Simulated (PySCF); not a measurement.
C₂F₃N (SMILES N#CC(F)(F)F), singlet, at a GFN2-xTB geometry. Base run: SVWN5/STO-3G (PySCF).

Input for PySCF:
```python
from pyscf import gto, scf, dft

mol = gto.M(
    atom='''
C    -0.000324    0.003260   -0.307768
C     0.001231   -0.012387    1.169363
F    -0.008066    1.253823   -0.776566
F     1.081443   -0.608086   -0.797436
F    -1.075871   -0.620639   -0.795299
N     0.002429   -0.024446    2.307734
''',
    basis='sto-3g',
    charge=0,
    spin=0,
    verbose=4,
)

mf = dft.RKS(mol)
mf.xc = 'lda,vwn'
mf.kernel()
mf.analyze()
```

The base run was repeated with changes; each row names its change, and settings that it needs were set with it.

```json
[
 {"change": "base", "ΔE vs base (µEh)": "0.0", "grid points": "84928", "electrons on the grid": "45.99998"},
 {"change": "grids.level = 5", "ΔE vs base (µEh)": "-25.4", "grid points": "259704", "electrons on the grid": "46.00000"},
 {"change": "grids.atom_grid = (75, 302)", "ΔE vs base (µEh)": "0.0", "grid points": "84928", "electrons on the grid": "45.99998"},
 {"change": "small_rho_cutoff = 0", "ΔE vs base (µEh)": "0.0", "grid points": "84928", "electrons on the grid": "45.99998"},
 {"change": "grids.prune = off", "ΔE vs base (µEh)": "-0.4", "grid points": "135904", "electrons on the grid": "45.99998"},
 {"change": "grids.radi_method = mura_knowles", "ΔE vs base (µEh)": "0.0", "grid points": "80824", "electrons on the grid": "45.99998"},
 {"change": "grids.atom_grid = (30, 110)", "ΔE vs base (µEh)": "-395", "grid points": "14728", "electrons on the grid": "45.99971"},
 {"change": "grids.atom_grid = (99, 590)", "ΔE vs base (µEh)": "-26.0", "grid points": "189064", "electrons on the grid": "46.00000"},
 {"change": "grids.level = 7", "ΔE vs base (µEh)": "-25.9", "grid points": "524880", "electrons on the grid": "46.00000"},
 {"change": "grids.prune = dft.gen_grid.treutler_prune", "ΔE vs base (µEh)": "0.4", "grid points": "74560", "electrons on the grid": "45.99998"},
 {"change": "grids.radi_method = gauss_chebyshev", "ΔE vs base (µEh)": "0.0", "grid points": "82944", "electrons on the grid": "45.99998"}
]
```
